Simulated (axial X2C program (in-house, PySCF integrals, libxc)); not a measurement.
TaF⁻ along the bond: BP86, with spin–orbit coupling

Computed with an axial X2C code built on PySCF integrals. Two-component (2c) means X2C with spin–orbit coupling and atomic mean-field two-electron Coulomb and Gaunt terms. Basis: Ta dyall-acv3z [14s15p10d7f4g], F dyall-av3z [7s6p3d2f] (cores contracted in-house); Gaussian nuclei, density fitting, unrestricted open shells. Masses: Ta 180.948 u, F 18.998 u.

State: Ω = 1/2 (⟨Sz⟩ = 1.45, ⟨Lz⟩ = -0.95 at BP86). Dipoles are positive if F is the positive end and refer to the centre of mass.

Results along the bond:

```
R (Å)   μ (D)  HOMO (eV)  LUMO (eV)
1.652   2.324       1.10       1.21
1.728   2.100       1.15       1.27
1.785   1.898       1.20       1.33
1.842   1.667       1.24       1.39
1.899   1.405       1.28       1.46
1.966   1.049       1.34       1.52
2.032   0.645       1.37       1.53
2.117   0.099       1.35       1.47
2.222  -0.581       1.29       1.36
2.374  -1.592       1.17       1.19
```

The state is one determinant whose occupation by symmetry is held fixed; it was picked as the lowest of a PBE0 search that is not exhaustive. Density functionals use the spin component along the axis (collinear). The highest occupied level is positive at some bond lengths even in Hartree–Fock (under at least one Hamiltonian), so the basis set holds the extra electron there; where that holds at Re the anion is at best weakly bound and its constants depend on the basis. PBE0 can misorder states that lie within some tenths of an eV, so this need not be the ground state of the molecule. The nearest other 2c determinant of the search, Ω = 1/2, lies 0.23 eV up at the distance of the search. Without a current term, density functionals place determinants with orbital angular momentum somewhat too high. With several unpaired electrons one determinant need not be a pure state. The determinant is spin-polarised beyond a pure state at some levels (its spin-free form has ⟨S²⟩ too high), which makes Re and μ there less reliable. The LUMO of an anion is an unbound level whose energy the basis sets.
